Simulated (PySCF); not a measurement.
Geometry:
```csv
atom,x (Å),y (Å),z (Å)
C1,-2.649,0.201,-0.257
C2,-1.244,-0.206,0.051
C3,-0.869,-1.320,0.723
Si4,0.994,-1.343,0.836
C5,1.123,0.282,-0.106
C6,2.336,1.051,-0.485
F7,2.053,2.180,-1.144
F8,3.145,0.326,-1.270
F9,3.051,1.391,0.597
C10,-0.132,0.668,-0.402
H11,-3.376,-0.518,0.142
H12,-2.869,1.194,0.171
H13,-2.802,0.285,-1.346
H14,-1.603,-2.032,1.108
H15,1.646,-2.479,0.121
H16,1.534,-1.260,2.225
H17,-0.349,1.590,-0.955
```

Level of theory: structure optimised with PBE0-D3(BJ)/def2-SVP, shielding tensors at PBE/pcSseg-1 (GIAO), in PySCF 2.14 (no solvent, one computed conformer, averaged over atoms made equivalent by symmetry, fast rotation or ring inversion, no relativistic terms).

Problem. Predict the 2D correlation tables (HSQC, COSY, HMBC).

Solution. 

HSQC (one-bond C–H):
| δH | δC |
| --- | --- |
| 7.08 (H17) | 155.5 (C10) |
| 6.00 (H14) | 128.4 (C3) |
| 2.19 (H11/H12/H13) | 25.5 (C1) |

COSY cross peaks (H two or three bonds apart, from the bond graph; peaks can be absent where the dihedral angle is near 90°):
| δH | δH |
| --- | --- |
| 6.00 (H14) | 4.89 (H15/H16) |

HMBC (two and three bonds, from the bond graph):
| δH | δC |
| --- | --- |
| 7.08 (H17) | 165.5 (C2), 139.6 (C5), 134.5 (C6), 128.4 (C3), 25.5 (C1) |
| 6.00 (H14) | 165.5 (C2), 155.5 (C10), 139.6 (C5), 25.5 (C1) |
| 4.89 (H15/H16) | 165.5 (C2), 155.5 (C10), 139.6 (C5), 134.5 (C6), 128.4 (C3) |
| 2.19 (H11/H12/H13) | 165.5 (C2), 155.5 (C10), 128.4 (C3) |

Referencing at the same level of theory: TMS for ¹H and ¹³C.

Short H···H contacts in this conformer between protons four or more bonds apart (candidates for NOE cross peaks, intensity ∝ r⁻⁶): H11···H14 2.52 Å, H12···H17 2.79 Å.

Shifts are as computed. Against solution values, carbons near 30 ppm lie about +2 ppm off and those near 130 ppm about +2 ppm. Of 1309 compounds with measured shifts, 239 miss one by over three times the rms of a fit or turn the order of signals round; such compounds aren't used in these exercises.
